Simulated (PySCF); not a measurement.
## Dipole response of Li⁻ (lithium, charge -1)

[He] 2s2, closed-shell 1S. All numbers are calculated (PySCF 2.14, the non-relativistic Hamiltonian (point nucleus), in aug-cc-pVTZ). Coupled (time-dependent) response in atomic units; α is the mean over directions.

```tsv
method	mean α (bohr³)	C₆ (like pair)	S(−4)
UHF	992.8	29040	692500
CAM-B3LYP	900.7	24490	608600
```

S(−4) is the Cauchy moment in α(ω) = α(0) + S(−4) ω² + …

α(iu) at CAM-B3LYP:

| u (hartree) | α(iu) (bohr³) |
| --- | --- |
| 0 | 900.7 |
| 0.0500 | 355.5 |
| 0.100 | 137.5 |
| 0.200 | 42.00 |
| 0.300 | 19.92 |
| 0.500 | 7.640 |
| 0.750 | 3.558 |
| 1.00 | 2.073 |
| 1.50 | 0.9762 |
| 2.00 | 0.5746 |
| 3.00 | 0.2712 |
| 5.00 | 0.1029 |

A single London oscillator, α(iu) = α/(1 + u²/ω²), gives C₆ = (3/4) ω α². Matching the computed C₆ needs ω = 4 × 24490 / (3 × 900.7²) = 0.0403 hartree.

For an ion, C₆ is the dispersion term alone; charge-induced terms of lower order in 1/R come first.
